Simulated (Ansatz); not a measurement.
`[OH][Hf]([OH])([Cl])[Br]` and `[OH][Hf]([OH])([SH])[Cl]` differ in one atom or group.

Ansatz, PBE0-D4/def2-TZVP geometries, multiplicity 1. Each molecule was computed in one conformer, which needn't be the lowest.

Elements past krypton have def2 core potentials. Scalar relativity is left out up to krypton. Spin–orbit coupling is left out; it splits and shifts lone-pair levels of the heavy atoms by tenths of an eV.

| property | `[OH][Hf]([OH])([Cl])[Br]` |
| --- | --- |
| ideal-gas entropy at 298 K and 1 bar (rigid rotor, harmonic PBE0-D4/def2-TZVP) / J/(mol·K) | 416 |
| LUMO energy (PBE/def2-TZVPP) / eV | -1.69 |
| LUMO energy (PBE0/def2-TZVPP) / eV | -0.88 |
| HOMO energy (PBE0/def2-TZVPP) / eV | -8.44 |
| zero-point energy (PBE0-D4/def2-TZVP) / kJ/mol | 69.9 |
| HOMO energy (PBE/def2-TZVPP) / eV | -7.13 |

Q: Give the same properties after the change, and the shifts. (An estimate is asked.)

A: Computed: 
| property | `[OH][Hf]([OH])([SH])[Cl]` | shift |
| --- | --- | --- |
| ideal-gas entropy at 298 K and 1 bar (rigid rotor, harmonic PBE0-D4/def2-TZVP) / J/(mol·K) | 418 | 2 |
| LUMO energy (PBE/def2-TZVPP) / eV | -1.42 | 0.27 |
| LUMO energy (PBE0/def2-TZVPP) / eV | -0.58 | 0.30 |
| HOMO energy (PBE0/def2-TZVPP) / eV | -7.44 | 1.00 |
| zero-point energy (PBE0-D4/def2-TZVP) / kJ/mol | 91.0 | 21.1 |
| HOMO energy (PBE/def2-TZVPP) / eV | -6.22 | 0.91 |

With PBE0 the HOMO rises by 1.00 eV and the LUMO rises by 0.30 eV, so the gap narrows by about 0.70 eV. PBE moves the HOMO by 0.91 eV and ωB97M-V by 1.04 eV. The zero-point energy changes by 21.1 kJ/mol with +3 modes.

Positive LUMOs are unbound, so they and the gaps depend on the basis.
